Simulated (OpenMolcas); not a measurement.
**Ir2+ in a point-charge field**

Ir2+ among 6 point charges of -1.7 e arranged as an octahedron (Oh), 2.19 Å from the ion.

```yaml
Program: OpenMolcas
Method: "SS-CASPT2, IPEA 0.25 Eh, imaginary shift 0.1 Eh (closed shells correlated: 5s 5p)"
Basis: ANO-RCC-VDZP [7s6p4d2f]
Scalar_Hamiltonian: DKH2, point nucleus
Active_space: 7 electrons in 5 orbitals (5d)
State_averaging: 2S+1 = 4 even, 10 roots; 2S+1 = 2 even, 40 roots
Spin-orbit_coupling: RASSI with atomic mean-field integrals over the reference wave functions
```

The lowest spin-free states (labels of O, the rotations of Oh), above the lowest:

| State | Degeneracy | E (cm-1) | Free-ion L (%) |
| --- | --- | --- | --- |
| 4T1 | 3 | 0 | F (96) |
| 2E | 2 | 6350 | G (49) |
| 4T2 | 3 | 9080 | F (100) |
| 2T1 | 3 | 13240 | G (57) |
| 2T2 | 3 | 14160 | G (71) |
| 2T1 | 3 | 16580 | P (65) |
| 4T1 | 3 | 17960 | P (96) |
| 4A2 | 1 | 19560 | F (100) |
| 2A1 | 1 | 20200 | G (100) |
| 2T2 | 3 | 22550 | H (62) |
| 2T1 | 3 | 23670 | H (68) |
| 2E | 2 | 24560 | H (54) |
| 2T2 | 3 | 27380 | D (70) |
| 2T1 | 3 | 29780 | H (56) |
| 2E | 2 | 31270 | G (50) |
| 2T2 | 3 | 31460 | F (91) |
| 2A2 | 1 | 34400 | F (100) |
| 2T1 | 3 | 35850 | F (72) |
| 2E | 2 | 49060 | D (99) |
| 2T2 | 3 | 50900 | D (90) |

The lowest levels with spin-orbit coupling:

| E (cm-1) | Degeneracy | Label | 2S+1 | g |
| --- | --- | --- | --- | --- |
| 0 | 2 | Γ6 | 4 | 4.83 4.83 4.83 |
| 910 | 4 | Γ8 | 4 (82 %) |  |
| 3170 | 4 | Γ8 | 4 (76 %) |  |
| 8150 | 2 | Γ7 | 4 | 0.01 0.01 0.01 |
| 10910 | 4 | Γ8 | 4 (57 %) |  |
| 12410 | 4 | Γ8 | 2 (54 %) |  |
| 14100 | 2 | Γ6 | 4 (89 %) | 2.78 2.78 2.78 |
| 14890 | 2 | Γ7 | 4 (68 %) | 0.87 0.87 0.87 |
| 15590 | 4 | Γ8 | 4 (69 %) |  |
| 16620 | 4 | Γ8 | 2 (55 %) |  |
| 18240 | 4 | Γ8 | 2 (80 %) |  |
| 20130 | 2 | Γ7 | 4 (85 %) | 1.50 1.50 1.50 |
| 20720 | 2 | Γ6 | 2 (85 %) | 0.19 0.19 0.19 |
| 21710 | 4 | Γ8 | 4 (83 %) |  |
| 22290 | 2 | Γ6 | 2 (78 %) | 0.11 0.11 0.11 |
| 24160 | 4 | Γ8 | 2 (74 %) |  |
| 24570 | 2 | Γ7 | 2 (71 %) | 0.05 0.05 0.05 |
| 24680 | 4 | Γ8 | 4 (76 %) |  |
| 25320 | 2 | Γ6 | 2 (66 %) | 2.30 2.30 2.30 |
| 27720 | 4 | Γ8 | 2 (75 %) |  |

Powder χT (cm3 K/mol): 2.19 at 2 K, 2.22 at 10 K, 2.37 at 50 K, 2.55 at 100 K, 2.92 at 200 K, 3.25 at 300 K. The effective moment at 300 K is 2.828 √(χT) = 5.10 μB.

The lowest level has 2S+1 = 4, for which the spin-only value is χT = S(S+1) / 2 = 1.875 cm3 K/mol (g = 2). The computed 3.252 at 300 K differs by +1.377, through orbital momentum, spin-orbit coupling and any other state in reach. With a threefold ground state the orbital momentum is unquenched, so the spin-only value is not expected to hold.

A least-squares ligand-field fit to the states below 45000 cm-1, each weighted by its degeneracy and with a free common offset, gives 10Dq = 9494 cm-1, B = 666 cm-1 and C = 3160 cm-1 (C/B = 4.75), with an rms deviation of 447 cm-1.

Roots that are degenerate in the reference are averaged as groups; the widest CASPT2 spread within a group is 170 cm-1 (the 3-fold group of multiplicity 4 near 9080 cm-1 above the lowest state of its run). Shifts and gaps below about the spread of the groups concerned are not significant. An orbital triplet at a regular site is open to Jahn-Teller coupling, which can distort the site and quench the lowest spin-orbit gaps and is left out. This shell can be high or low spin here, a state of another spin lies low, and with metal d orbitals alone active their balance is uncertain, so the ground spin may be wrong. Point charges give a weaker field than real ligands, and real ions of this kind are as a rule low spin; the high spin found here belongs to the model. Free-ion shares, where given, are those of the reference states; single-state CASPT2 does not remix them. Point charges carry no covalency, so the field is a model and not that of real ligands. No measured value stands beside these numbers.
